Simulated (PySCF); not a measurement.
A side-by-side comparison of computed properties.

First species: C₅H₈O₂S.
SMILES: `C#CCS(=O)(=O)CC`

Second species: C3H4Cl2OSi.
SMILES: `ClC[Si@]1(Cl)C=CO1`

Levels: PBE0/def2-SVPD for dipole moment, HOMO energy, LUMO energy, HOMO–LUMO gap, static isotropic polarisability and electronic spatial extent ⟨r²⟩ about the centre of nuclear charge; TDDFT PBE0/def2-SVPD for lowest singlet excitation; TDA PBE0/def2-SVPD for lowest triplet excitation (Tamm–Dancoff); GFN2-xTB for rotational constant A and rotational constant C. Geometries: GFN2-xTB. Each structure is a single optimised conformer of the isolated species, non-relativistic unless stated. Electronic properties by PySCF.

The conformers computed, where there is a choice (atom-mapped SMILES and torsion angles):
- `[CH:1]#[C:2][CH2:3][S:4](=[O:5])(=[O:6])[CH2:7][CH3:8]`: C2–C3–S4–O5 72°, C3–S4–C7–C8 -61°
- `[Cl:1][CH2:2][Si@:3]1([Cl:4])[CH:5]=[CH:6][O:7]1`: Cl1–C2–Si3–Cl4 59°

```json
{"property": "dipole moment", "column X": "1.59 D", "column Y": "4.66 D"}
{"property": "HOMO energy", "column X": "-7.19 eV", "column Y": "-8.03 eV"}
{"property": "LUMO energy", "column X": "-0.63 eV", "column Y": "-0.27 eV"}
{"property": "HOMO–LUMO gap", "column X": "6.56 eV", "column Y": "7.76 eV"}
{"property": "lowest singlet excitation", "column X": "5.34 eV", "column Y": "6.36 eV"}
{"property": "lowest triplet excitation (Tamm–Dancoff)", "column X": "3.79 eV", "column Y": "5.14 eV"}
{"property": "static isotropic polarisability", "column X": "85.4 au", "column Y": "83.6 au"}
{"property": "electronic spatial extent ⟨r²⟩ about the centre of nuclear charge", "column X": "1340 bohr²", "column Y": "1077 bohr²"}
{"property": "rotational constant A", "column X": "2.119 GHz", "column Y": "2.318 GHz"}
{"property": "rotational constant C", "column X": "0.838 GHz", "column Y": "1.227 GHz"}
```

Which column belongs to which species?

Column X is the second species and column Y the first. The first has 16 atoms and 70 electrons, the second 11 and 78.

How does each property change from the first species to the second?

dipole moment -3.07 D; HOMO energy +0.84 eV; LUMO energy -0.36 eV; HOMO–LUMO gap -1.20 eV; lowest singlet excitation -1.02 eV; lowest triplet excitation (Tamm–Dancoff) -1.35 eV; static isotropic polarisability +1.8 au; electronic spatial extent ⟨r²⟩ about the centre of nuclear charge +263 bohr²; rotational constant A -0.199 GHz; rotational constant C -0.389 GHz.

On the first: S1 lies 1.40 eV below the HOMO–LUMO gap; its leading configuration is HOMO−1→LUMO, weight 0.82. The principal polarisabilities are 72.5, 80.5 and 97.9 au; their mean is the isotropic value.

On the second: The principal polarisabilities are 74.5, 80.7 and 100.9 au; their mean is the isotropic value. The polarisability is 12.65 Å³ as a volume (1 au = 0.148185 Å³), or 1.09 au for each of the 78 electrons.
